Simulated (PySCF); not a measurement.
A calculated (MN15, PySCF 2.14, cc-pVDZ, no relativity, point nucleus) atom or ion has these occupied shells.

```csv
shell,electrons,orbital energy (eV),"rms radius, mean of both spins (bohr)"
1s,2,-65.091,0.673
```

Problem. Name the element and its charge.

Solution. Li⁺ (lithium, charge +1), in 1s2, closed-shell 1S.
